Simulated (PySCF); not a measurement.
**Radial density of Sc⁺ (scandium, charge +1)**

UHF, [Ar] 3d1 4s1, high-spin 3D determinant. All numbers are calculated (PySCF 2.14, no relativity, point nucleus, in cc-pVTZ (7s6p4d2f1g, 68 functions)).

```csv
r (bohr),4πr²ρ (e/bohr),4πr²(ρα − ρβ)
0.00131,0.1258,0.0000
0.00220,0.3428,0.0001
0.00370,0.9108,0.0004
0.00622,2.318,0.0009
0.0105,5.489,0.0021
0.0176,11.52,0.0044
0.0296,19.81,0.0069
0.0498,24.75,0.0058
0.0838,20.66,-0.0013
0.141,19.30,0.0042
0.237,26.32,0.0417
0.399,14.95,0.1281
0.671,7.075,0.4374
1.13,8.103,0.5845
1.90,2.018,0.4974
3.19,0.4743,0.4432
5.37,0.08794,0.0879
9.03,0.0009015,0.0009
```
